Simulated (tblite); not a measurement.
Record of a relaxation.

C₆H₈B₂ (charge +1 and doublet state).
Atom-mapped SMILES: `[CH+:1]=[C:2][BH:3][C:4]#[C:5][B:6]([CH3:7])[CH3:8]` (hydrogens: H9 on C1; H10 on B3; H11, H12, H13 on C7; H14, H15, H16 on C8)
Bond orders are those of one Lewis drawing.

Computed with GFN2-xTB (tblite), gas phase: L-BFGS steps from a force-field or distance-geometry start until the largest atomic force falls under 0.01 eV/Å. 12 of its 114 geometries are shown.

Step 0: E = -508.5257 eV, largest atomic force 7.218 eV/Å
```
atom  x, y, z in Å  |  force x, y, z in eV/Å
C1      3.776    0.236    0.803    0.669  -6.282  -0.731
C2      3.733   -1.074    0.719   -2.148   6.650   1.806
B3      2.404   -1.722    1.264    0.074  -0.129  -2.653
C4      1.072   -0.988    0.867    3.294  -1.836   1.437
C5      0.056   -0.420    0.576   -2.774   1.644  -0.672
B6     -1.226    0.332    0.167    1.460  -0.701   0.054
C7     -1.164    1.409   -1.026   -1.118  -0.743   0.710
C8     -2.610   -0.151    0.709   -1.564   0.138  -0.702
H9      4.096    1.240    0.733    0.188   0.098   0.005
H10     2.373   -2.918    1.175   -0.100   0.472   0.696
H11    -0.622    2.297   -0.703   -0.070  -0.120  -0.285
H12    -2.228    1.628   -1.263    0.991   0.320  -0.280
H13    -0.670    0.876   -1.849   -0.122   0.464   0.116
H14    -2.681   -1.257    0.868    0.256   1.049   0.226
H15    -3.352    0.083   -0.117    0.469  -0.284   1.025
H16    -2.967    0.438    1.600    0.496  -0.742  -0.752
```

Step 10: E = -510.1779 eV, largest atomic force 0.517 eV/Å
```
atom  x, y, z in Å  |  force x, y, z in eV/Å
C1      3.970    0.274    0.760   -0.127   0.230   0.096
C2      3.446   -0.816    0.878   -0.253  -0.060  -0.046
B3      2.344   -1.832    1.002   -0.232   0.373   0.272
C4      1.012   -1.109    0.877    0.222  -0.375  -0.109
C5      0.017   -0.424    0.656   -0.246  -0.013  -0.165
B6     -1.204    0.287    0.158    0.259  -0.043  -0.022
C7     -1.196    1.367   -0.995    0.014  -0.117   0.169
C8     -2.644   -0.157    0.652    0.040   0.015   0.054
H9      4.284    1.289    0.714    0.300  -0.418  -0.029
H10     2.376   -2.984    1.280    0.154   0.410  -0.179
H11    -0.630    2.246   -0.678   -0.012  -0.106  -0.026
H12    -2.186    1.686   -1.305    0.076   0.061  -0.063
H13    -0.688    0.911   -1.849   -0.033   0.104   0.016
H14    -2.641   -1.215    0.905   -0.083   0.046  -0.024
H15    -3.403    0.070   -0.088   -0.101  -0.101   0.073
H16    -2.866    0.416    1.555    0.023  -0.006  -0.017
```

Step 21: E = -510.3958 eV, largest atomic force 0.303 eV/Å
```
atom  x, y, z in Å  |  force x, y, z in eV/Å
C1      4.002    0.333    0.804    0.213  -0.212   0.037
C2      3.298   -0.642    0.959    0.124   0.187  -0.075
B3      2.260   -1.702    1.040    0.022  -0.027   0.083
C4      0.852   -1.256    0.828   -0.110   0.149  -0.085
C5     -0.140   -0.589    0.544    0.169  -0.173   0.007
B6     -1.278    0.241    0.060   -0.058  -0.144   0.105
C7     -1.186    1.370   -1.002   -0.053  -0.043   0.005
C8     -2.687   -0.190    0.678    0.101   0.064  -0.095
H9      4.693    1.121    0.689   -0.045   0.072   0.026
H10     2.564   -2.817    1.244   -0.092   0.019   0.003
H11    -0.584    2.203   -0.629   -0.058  -0.067  -0.045
H12    -2.151    1.756   -1.319    0.098   0.098  -0.071
H13    -0.671    0.959   -1.875   -0.056   0.118   0.006
H14    -2.691   -1.238    0.964   -0.138   0.084   0.013
H15    -3.480    0.034   -0.031   -0.067  -0.073   0.106
H16    -2.808    0.428    1.569   -0.050  -0.052  -0.021
```

Step 31: E = -510.4580 eV, largest atomic force 0.305 eV/Å
```
atom  x, y, z in Å  |  force x, y, z in eV/Å
C1      4.182    0.286    0.839    0.121   0.192  -0.028
C2      3.347   -0.579    0.963   -0.099  -0.235   0.013
B3      2.280   -1.610    1.041   -0.014  -0.011  -0.020
C4      0.861   -1.244    0.774   -0.097   0.271  -0.101
C5     -0.176   -0.668    0.458   -0.051  -0.035  -0.007
B6     -1.341    0.156    0.004   -0.112   0.039   0.018
C7     -1.206    1.345   -1.006   -0.045  -0.054   0.021
C8     -2.748   -0.204    0.681    0.062   0.006  -0.071
H9      4.852    1.089    0.721    0.136   0.035   0.030
H10     2.538   -2.726    1.269    0.063  -0.127   0.072
H11    -0.584    2.127   -0.561   -0.023  -0.071  -0.007
H12    -2.129    1.813   -1.334   -0.064  -0.028   0.090
H13    -0.692    1.002   -1.907    0.039  -0.038   0.044
H14    -2.797   -1.243    1.002   -0.003   0.128   0.003
H15    -3.584    0.018    0.021    0.095   0.022   0.046
H16    -2.812    0.445    1.561   -0.007  -0.094  -0.104
```

Step 41: E = -510.4951 eV, largest atomic force 0.132 eV/Å
```
atom  x, y, z in Å  |  force x, y, z in eV/Å
C1      4.306    0.268    0.865    0.032  -0.070   0.000
C2      3.442   -0.579    0.945    0.030   0.043   0.008
B3      2.307   -1.536    1.010    0.032   0.024  -0.035
C4      0.914   -1.129    0.675    0.021  -0.062   0.022
C5     -0.196   -0.691    0.388   -0.081   0.070  -0.014
B6     -1.403    0.085   -0.020    0.051   0.115  -0.041
C7     -1.257    1.310   -0.997    0.033   0.016   0.012
C8     -2.804   -0.200    0.660    0.038  -0.028   0.015
H9      5.045    1.016    0.789    0.030   0.002   0.019
H10     2.490   -2.649    1.335    0.029  -0.029   0.027
H11    -0.609    2.036   -0.501   -0.051   0.033  -0.001
H12    -2.173    1.813   -1.289   -0.002  -0.069   0.034
H13    -0.728    0.990   -1.895   -0.065  -0.036  -0.026
H14    -2.870   -1.227    1.008   -0.065  -0.014  -0.022
H15    -3.650    0.041    0.021    0.050   0.014   0.060
H16    -2.822    0.461    1.531   -0.082  -0.011  -0.058
```

Step 51: E = -510.5151 eV, largest atomic force 0.142 eV/Å
```
atom  x, y, z in Å  |  force x, y, z in eV/Å
C1      4.425    0.211    0.888   -0.004  -0.028   0.024
C2      3.512   -0.587    0.923    0.032   0.092  -0.013
B3      2.342   -1.503    0.977    0.023   0.016   0.029
C4      0.951   -1.093    0.633    0.102  -0.022   0.043
C5     -0.172   -0.661    0.386   -0.124   0.065   0.021
B6     -1.407    0.089    0.016    0.029   0.069  -0.094
C7     -1.309    1.307   -0.987   -0.020  -0.010   0.015
C8     -2.828   -0.199    0.648    0.010   0.018   0.005
H9      5.190    0.939    0.861   -0.007  -0.066  -0.012
H10     2.515   -2.592    1.384   -0.011  -0.048  -0.021
H11    -0.667    2.069   -0.540   -0.039  -0.035  -0.013
H12    -2.260    1.763   -1.242    0.034  -0.001  -0.011
H13    -0.820    0.970   -1.904   -0.053  -0.001   0.040
H14    -2.936   -1.229    0.975    0.029   0.002  -0.031
H15    -3.644    0.072   -0.016   -0.012  -0.045  -0.002
H16    -2.899    0.453    1.521    0.012  -0.007   0.020
```

Step 62: E = -510.5321 eV, largest atomic force 0.209 eV/Å
```
atom  x, y, z in Å  |  force x, y, z in eV/Å
C1      4.575    0.113    0.938    0.080   0.093  -0.023
C2      3.562   -0.549    0.944   -0.144  -0.141   0.055
B3      2.353   -1.413    1.004    0.016  -0.074  -0.004
C4      0.959   -0.982    0.693    0.136  -0.041   0.002
C5     -0.166   -0.575    0.416   -0.098   0.070   0.030
B6     -1.426    0.117    0.018    0.046   0.076  -0.069
C7     -1.399    1.315   -1.007   -0.001   0.010  -0.003
C8     -2.842   -0.219    0.630    0.009  -0.023  -0.011
H9      5.415    0.748    0.915    0.082   0.038  -0.003
H10     2.542   -2.532    1.335   -0.094   0.080  -0.025
H11    -0.747    2.088   -0.598    0.026   0.000  -0.076
H12    -2.363    1.762   -1.226    0.014  -0.023  -0.003
H13    -0.964    0.953   -1.941    0.002   0.052   0.047
H14    -2.905   -1.264    0.918   -0.047  -0.035   0.041
H15    -3.660    0.039   -0.033   -0.042  -0.054  -0.011
H16    -2.942    0.407    1.518    0.016  -0.026   0.054
```

Step 72: E = -510.5500 eV, largest atomic force 0.083 eV/Å
```
atom  x, y, z in Å  |  force x, y, z in eV/Å
C1      4.669    0.039    0.969   -0.029  -0.053   0.008
C2      3.626   -0.579    1.001   -0.027   0.032  -0.022
B3      2.357   -1.353    1.025   -0.026  -0.010   0.015
C4      0.980   -0.846    0.753    0.078  -0.002  -0.027
C5     -0.145   -0.431    0.486   -0.044  -0.009  -0.040
B6     -1.428    0.182    0.030   -0.017   0.018   0.033
C7     -1.460    1.341   -1.034    0.006   0.013   0.000
C8     -2.832   -0.264    0.619    0.011  -0.022   0.016
H9      5.557    0.607    0.938    0.020   0.024   0.008
H10     2.448   -2.503    1.266   -0.026   0.007   0.020
H11    -0.793    2.140   -0.709   -0.008   0.012  -0.009
H12    -2.443    1.758   -1.222    0.008   0.019  -0.017
H13    -1.070    0.951   -1.975   -0.010  -0.016   0.009
H14    -2.850   -1.317    0.885    0.051  -0.015   0.007
H15    -3.666   -0.043   -0.040    0.027   0.017   0.021
H16    -2.957    0.325    1.532   -0.014  -0.014  -0.023
```

Step 82: E = -510.5561 eV, largest atomic force 0.050 eV/Å
```
atom  x, y, z in Å  |  force x, y, z in eV/Å
C1      4.713   -0.011    0.992   -0.035  -0.017   0.001
C2      3.643   -0.582    1.013    0.022   0.003  -0.016
B3      2.352   -1.317    1.023    0.003   0.002   0.005
C4      0.993   -0.785    0.727    0.035  -0.019   0.005
C5     -0.138   -0.378    0.470   -0.032   0.031  -0.016
B6     -1.433    0.222    0.037   -0.022  -0.006   0.032
C7     -1.494    1.364   -1.040    0.000  -0.006  -0.011
C8     -2.814   -0.286    0.628   -0.010  -0.010  -0.001
H9      5.619    0.530    0.966   -0.004  -0.002   0.012
H10     2.387   -2.467    1.280    0.020  -0.012   0.026
H11    -0.818    2.171   -0.764   -0.006   0.015   0.005
H12    -2.480    1.775   -1.226   -0.009   0.021   0.009
H13    -1.127    0.931   -1.972    0.000   0.011  -0.049
H14    -2.778   -1.345    0.872    0.008   0.017   0.002
H15    -3.651   -0.086   -0.034   -0.003  -0.018   0.014
H16    -2.979    0.275    1.550    0.031  -0.009  -0.017
```

Step 92: E = -510.5594 eV, largest atomic force 0.053 eV/Å
```
atom  x, y, z in Å  |  force x, y, z in eV/Å
C1      4.724   -0.039    1.001   -0.009  -0.012   0.012
C2      3.647   -0.597    1.000    0.038   0.036   0.005
B3      2.345   -1.311    1.021    0.002  -0.003   0.007
C4      0.995   -0.766    0.706   -0.003  -0.011   0.013
C5     -0.130   -0.342    0.453   -0.019  -0.003  -0.016
B6     -1.436    0.244    0.027   -0.001  -0.022  -0.010
C7     -1.518    1.382   -1.054   -0.007  -0.004   0.006
C8     -2.798   -0.303    0.630    0.002  -0.003   0.005
H9      5.638    0.489    0.999   -0.013  -0.004  -0.011
H10     2.378   -2.447    1.332   -0.021  -0.013   0.005
H11    -0.835    2.189   -0.791    0.009   0.011   0.002
H12    -2.504    1.799   -1.223   -0.024  -0.009   0.012
H13    -1.169    0.948   -1.994   -0.009   0.015  -0.020
H14    -2.729   -1.360    0.874    0.007   0.009  -0.009
H15    -3.654   -0.127   -0.014    0.028   0.000  -0.009
H16    -2.961    0.250    1.557    0.019   0.013   0.009
```

Step 103: E = -510.5631 eV, largest atomic force 0.067 eV/Å
```
atom  x, y, z in Å  |  force x, y, z in eV/Å
C1      4.746   -0.080    1.022   -0.019  -0.018   0.015
C2      3.658   -0.617    1.011    0.047   0.036   0.031
B3      2.340   -1.296    1.043   -0.002  -0.031   0.003
C4      1.003   -0.742    0.693   -0.003  -0.001  -0.017
C5     -0.113   -0.317    0.406    0.004   0.005  -0.002
B6     -1.425    0.257   -0.014   -0.002   0.000  -0.021
C7     -1.566    1.405   -1.074    0.000   0.009   0.004
C8     -2.755   -0.325    0.629   -0.011   0.001   0.006
H9      5.671    0.429    1.028   -0.007  -0.002  -0.024
H10     2.326   -2.420    1.402    0.016  -0.007   0.004
H11    -0.880    2.216   -0.830   -0.003   0.007  -0.001
H12    -2.566    1.812   -1.184   -0.001   0.001  -0.007
H13    -1.262    1.002   -2.043   -0.015  -0.004   0.018
H14    -2.655   -1.378    0.875   -0.004   0.003  -0.012
H15    -3.625   -0.167    0.001   -0.004  -0.011   0.004
H16    -2.904    0.229    1.558    0.005   0.011   0.000
```

Step 113: E = -510.5645 eV, largest atomic force 0.005 eV/Å
```
atom  x, y, z in Å  |  force x, y, z in eV/Å
C1      4.748   -0.089    1.034    0.000   0.002   0.003
C2      3.657   -0.618    1.038   -0.002   0.000  -0.001
B3      2.338   -1.301    1.057   -0.003  -0.004  -0.001
C4      1.008   -0.748    0.675    0.000   0.001   0.002
C5     -0.103   -0.317    0.376    0.003   0.001  -0.003
B6     -1.418    0.258   -0.033   -0.001   0.001  -0.001
C7     -1.584    1.416   -1.077    0.002   0.001  -0.002
C8     -2.740   -0.329    0.626    0.002   0.002   0.001
H9      5.675    0.416    1.020    0.004   0.002  -0.003
H10     2.325   -2.419    1.432    0.001  -0.001   0.001
H11    -0.898    2.230   -0.840   -0.002  -0.004  -0.003
H12    -2.587    1.819   -1.168    0.004   0.000   0.002
H13    -1.297    1.019   -2.054   -0.002   0.003   0.001
H14    -2.634   -1.381    0.874   -0.002   0.001   0.000
H15    -3.619   -0.178    0.009    0.001  -0.001   0.000
H16    -2.878    0.231    1.553   -0.004  -0.003   0.002
```

**Question.** Summarise the path.

**Answer.** The energy falls by 2.0388 eV from step 0 to step 113; nine tenths of that is first reached at step 18. It falls at every step. The largest force goes from 7.218 to 0.005 eV/Å. Among the bonds C1=C2 changes most, from 1.313 to 1.213 Å; the atoms move by 0.645 Å rms after alignment.

The cost below is that of the whole relaxation. Hardware: AMD EPYC 7R43, one thread (shared host). Cost: 1.0 s of wall time.
